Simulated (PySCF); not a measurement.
**1-(methoxymethyl)-4-methylbenzene (SMILES COCc1ccc(C)cc1)**

Cartesian coordinates in Å; atom numbers follow the order of the lines, from 1:
```xyz
22

C     3.2574   -1.0936    0.1952
O     3.0481    0.2526   -0.1156
C     2.0398    0.4594   -1.0618
C     0.6482    0.1806   -0.5442
C     0.3112    0.5039    0.7738
C    -0.9767    0.2851    1.2515
C    -1.9729   -0.2593    0.4307
C    -3.3532   -0.5217    0.9598
C    -1.6295   -0.5790   -0.8869
C    -0.3374   -0.3695   -1.3648
H     4.0688   -1.1428    0.9346
H     2.3572   -1.5711    0.6259
H     3.5593   -1.6760   -0.6981
H     2.1176    1.5197   -1.3559
H     2.2212   -0.1437   -1.9752
H     1.0799    0.9263    1.4261
H    -1.2187    0.5464    2.2859
H    -3.4108   -1.5134    1.4395
H    -3.6430    0.2223    1.7163
H    -4.1039   -0.5033    0.1564
H    -2.3866   -1.0070   -1.5503
H    -0.0927   -0.6386   -2.3969
```

Computed with quadratic response CAM-B3LYP/def2-SVPD first hyperpolarisability, Taylor convention, gas phase (PySCF). Geometry: PBE0-D3(BJ)/def2-SVP.

Question: Give β for the processes computed.

Answer: In au, Taylor convention; the vector part is βᵢ = ⅓ Σⱼ (βᵢⱼⱼ + βⱼᵢⱼ + βⱼⱼᵢ); β∥ is 3/5 of the vector part along the dipole, the dipole points from − to +:
```csv
process,λ (nm),β vector norm,β∥,β HRS,depolarisation ratio
"static β(0;0,0)",∞,85.5,-32.0,33.3,6.31
"second harmonic β(−2ω;ω,ω)",1907,88.2,-32.0,34.4,6.32
"Pockels β(−ω;ω,0)",1907,86.4,-32.0,–,–
"second harmonic β(−2ω;ω,ω)",1064,95.2,-31.6,37.0,6.34
"Pockels β(−ω;ω,0)",1064,88.4,-32.0,–,–
```

Question: Which lowest excitations, dipole and polarisabilities go with it?

Answer: S1 5.28 eV (f = 0.004); S2 5.92 eV (f = 0.070); S3 6.73 eV (f = 0.104); dipole 1.44 D; isotropic α 110.3 au static, 110.7 au at 1907 nm, 111.5 au at 1064 nm, 111.8 au at 953.5 nm, 115.4 au at 532 nm.
